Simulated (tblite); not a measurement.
Species: C4H9ClO3Si.
Geometry (GFN2-xTB, Å), atoms numbered from 1 in this order:
```xyz
18
C4H9ClO3Si angstrom
C     -2.098   -0.432   -1.088
C     -2.085   -0.702    0.409
O     -0.799   -0.978    0.901
Si     0.535   -0.062    0.905
O      0.142    1.476    1.260
O      1.499   -0.649    2.076
C      1.459   -0.125   -0.746
C      2.714   -0.523   -0.844
Cl     3.582   -0.586   -2.335
H     -1.628   -1.257   -1.618
H     -3.122   -0.323   -1.434
H     -1.552    0.482   -1.300
H     -2.491    0.163    0.945
H     -2.692   -1.583    0.643
H      0.813    2.075    1.577
H      1.458   -1.576    2.289
H      0.950    0.180   -1.650
H      3.306   -0.839    0.000
```

Method: GFN2-xTB as coded in tblite; computed harmonic values from a numerical Hessian at the method's own geometry, unscaled. This tight-binding method is rough: wavenumbers can miss measured ones by several per cent, in bad cases by 10 to 20. One conformer, not necessarily the lowest.

Harmonic wavenumbers (cm⁻¹): 25.3, 34.0, 67.0, 96.1, 104.8, 128.8, 160.1, 217.0, 232.8, 247.4, 253.8, 270.2, 294.1, 324.1, 384.1, 455.3, 691.5, 703.3, 762.3, 783.7, 814.7, 831.6, 838.9, 894.3, 939.6, 985.5, 999.7, 1092.5, 1150.5, 1164.4, 1180.2, 1261.2, 1262.5, 1336.4, 1395.3, 1473.4, 1478.9, 1495.5, 1641.6, 2920.7, 2936.1, 3042.6, 3046.1, 3049.9, 3063.4, 3083.2, 3683.2, 3697.0.

A = 1657, B = 596.2, C = 500.2 MHz; mass 168.001 u (most abundant isotopes); point group C1, symmetry number 1.

Q: Zero-point energy?

A: Half the sum of the wavenumbers: 28497 cm⁻¹ = 340.90 kJ/mol.

Q: Give the ideal-gas entropy at 400 K and 1 bar in the rigid-rotor, harmonic-oscillator model (classical rotation).

A: Translation 178.87, rotation 132.76, vibration 236.03: S = 547.7 J/(mol K).

Q: And Cp and H(400 K) − H(0)?

A: Cp = 224.41 J/(mol K), of which vibrations give 191.15 (their classical limit is 48 R = 399.1); H(400 K) − H(0) = 57.63 kJ/mol without the zero-point energy, 44.32 from vibrations.

Q: What must be added to the electronic energy to get the Gibbs energy at 400 K and 1 bar?

A: ZPE + [H(400 K) − H(0)] − T·S = 340.90 + 57.63 − 219.06 = 179.47 kJ/mol.

Q: Blend soft modes into free rotors: weight 1/[1 + (100 cm⁻¹/ν̃)⁴] for the oscillator and the rest for a rotor with moment μB/(μ + B), μ = h/(8π²ν), B = 10⁻⁴⁴ kg m². What vibrational entropy results?

A: 209.59 J/(mol K) in place of 236.03, which changes −T·S at 400 K by +10.58 kJ/mol.

Q: Which modes carry the vibrational entropy at 400 K?

A: 25.3 cm⁻¹: 28.25; 34.0 cm⁻¹: 25.79; 67.0 cm⁻¹: 20.17; 96.1 cm⁻¹: 17.19; 104.8 cm⁻¹: 16.48; 128.8 cm⁻¹: 14.79 J/(mol K); the other 42 give 113.38 together.

Q: How do the functions run with temperature in this model?

A: 
```tsv
T (K)	S (J/(mol K))	Cp (J/(mol K))	H − H(0) (kJ/mol)	G − H(0) (kJ/mol)	ln q(vib)
150	379.6	130.1	12.88	-44.06	5.77
250	455.6	170.1	27.92	-85.97	9.76
298.15	487.1	188.5	36.55	-108.68	11.54
600	649.3	276.9	108.14	-281.47	21.32
900	771.7	325.5	199.13	-495.36	29.47
```

q(vib) and H(0) count from the zero-point level.

Hindered rotation and anharmonicity are outside this model. Other conformers, if any are populated, would add a mixing term that is left out. The structure is chiral; the term R ln 2 for an equal mix with its mirror image is left out.
